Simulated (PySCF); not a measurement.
## Ni: excitation energy

Ni [Ar] 3d8 4s2 (3F) → Ni [Ar] 3d10 (1S), as a difference of total energies. Computed with PySCF 2.14 in x2c-QZVPPall with one added diffuse shell each of s, p, d, f, g type (12s8p7d5f3g, 133 functions), with scalar relativity by spin-free X2C-1e. Correlated levels: valence: [Ar] frozen; valence and next inner shell: [Ne] frozen. The calculations carry no spin-orbit coupling.

```tsv
method	excitation energy (eV)
UHF	6.334
LDA	0.415
PBE	1.045
PBE0	2.167
r2SCAN	2.288
PBEsol	0.807
PW91	1.019
B3LYP	1.995
MP2 (valence)	-0.230
SCS-MP2 (valence)	0.638
MP2 (valence and next inner shell)	-1.456
SCS-MP2 (valence and next inner shell)	-0.301
```

Problem. How much does correlation contribute at MP2 (valence and next inner shell)?

Solution. -1.456 − (6.334) = -7.790 eV, measured against UHF.

A first-order spin-orbit estimate (lowest level to lowest level, LS coupling) adds 0.138 eV.
